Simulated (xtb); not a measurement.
benzoquinone (C₆H₄O₂), SMILES O=C1C=CC(=O)C=C1. All values are semi-empirical tight-binding results from xtb (GFN2-xTB unless named), good for trends rather than for accurate numbers. Geometry: GFN2-xTB.

Optimised geometry:

```xyz
12

O      0.0000     0.0000     2.6682
C      0.0000     0.0000     1.4540
C      0.0000    -1.2495     0.6673
C      0.0000    -1.2495    -0.6673
C      0.0000     0.0000    -1.4540
O      0.0000     0.0000    -2.6682
C      0.0000     1.2495    -0.6673
C      0.0000     1.2495     0.6673
H      0.0000    -2.1662     1.2407
H      0.0000    -2.1662    -1.2407
H      0.0000     2.1662    -1.2407
H      0.0000     2.1662     1.2407
```

```
Item                                           Result
--------------------------------------  -------------
point group as xtb finds it                       D2h
orbital gap                                   1.40 eV
dipole moment                                  0.00 D
zero-point energy                       51.3 kcal/mol
G − E(el) at 298.15 K (modified RRHO)   32.7 kcal/mol
static polarisability (D4 model)           71.9 bohr³
solvation energy, GFN2-xTB/ALPB(water)  -3.6 kcal/mol
solvation energy, GFN2-xTB/ALPB(thf)    -8.5 kcal/mol
```

Computed IR lines (harmonic; lines under 4 % of the strongest left out, lines within 3 cm⁻¹ merged):
ν (cm⁻¹): 404 (w), 879 (w), 1070 (w), 1257 (m), 1635 (w), 1695 (vs), 3084 (w) (against the strongest line: vs over 80 %, s over 45 %, m over 15 %, w over 4 %, vw less)

Computed atomic charges and the Wiberg bond orders between heavy atoms:
charges (e) O1 -0.32, C2 0.24, C3 -0.04, C4 -0.04, C5 0.24, O6 -0.32, C7 -0.04, C8 -0.04, H9 0.08, H10 0.08, H11 0.08, H12 0.08. Bond orders O1–C2 1.80, C2–C3 1.03, C3–C4 1.83, C4–C5 1.03, C5–O6 1.80, C5–C7 1.03, C2–C8 1.03, C7–C8 1.83.
